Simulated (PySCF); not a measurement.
**KS⁺: one state, many levels of theory**

State: ³Σ⁻ (triplet), unpaired electrons π ↑↑. Set-up: K 6-31G(d,p), S 6-31G(d,p); no relativity (PySCF 2.14). De refers to K⁺ + S in their high-spin ground configurations, without counterpoise correction. The functionals are run spin-unrestricted. A positive dipole points towards S; it is taken about the centre of mass and depends on that origin.

| Level | Re (Å) | ωe (cm⁻¹) | De (eV) | μ (D) |
| --- | --- | --- | --- | --- |
| UHF | 3.515 | 92.6 | 0.258 | -6.75 |
| UHF-MP2 | 3.464 | 98.0 | 0.305 | n/a |
| UHF-SCS-MP2 | 3.476 | 96.9 | 0.300 | n/a |
| UHF-CCSD | 3.473 | 97.4 | 0.307 | n/a |
| UHF-CCSD(T) | 3.472 | 97.5 | 0.311 | n/a |
| LDA | 3.244 | 123 | 0.424 | -5.74 |
| PBE | 3.380 | 106 | 0.354 | -6.10 |
| PBEsol | 3.335 | 109 | 0.361 | -6.00 |
| r²SCAN | 3.399 | 103 | 0.308 | -6.34 |
| PBE0 | 3.377 | 105 | 0.323 | -6.24 |
| BHandHLYP | 3.383 | 107 | 0.316 | -6.29 |

**Question.** Which functional lies closest to UHF-CCSD(T) in De, which farthest, and by how much do they differ from it?

**Answer.** Closest is r²SCAN (-7.3 pm in Re, +5.6 % in ωe, -0.00 eV in De against UHF-CCSD(T) in the same basis), farthest LDA (-22.8 pm in Re, +26.2 % in ωe, +0.11 eV in De). CCSD(T) converges more slowly with the basis than the functionals do and binds too weakly in this one, so the order can change at the basis-set limit.

**Question.** What does a quarter of exact exchange do here, going from PBE to PBE0?

**Answer.** PBE0 less PBE: -0.3 pm in Re, -0.9 % in ωe, -0.03 eV in De. Exact exchange removes part of the self-interaction that spreads semilocal densities, and in most molecules shortens and stiffens the bond and lowers De; so it does here.

**Question.** What does the gradient correction do here, going from LDA to PBE?

**Answer.** PBE less LDA: +13.6 pm in Re, -13.8 % in ωe, -0.07 eV in De. The gradient correction favours the more uneven density of free atoms, so it tends to lengthen bonds and takes away much of the overbinding of LDA; so it does here.

Correlated steps freeze 10 core orbitals. The bond is weak. Basis-set superposition, not corrected here, can be much of De in a small basis, most of all at correlated wavefunction levels. For an ion De counts to the pair picked by the measured ionisation energies or electron affinities, which need not be the lowest pair at this level. The state was picked by a PBE0 search and need not be the measured ground state.

The whole job (state search and all levels along the bond) took about 1.8 min on 1 thread of Intel Xeon Platinum 8488C (shared host), peak memory 0.58 GiB.
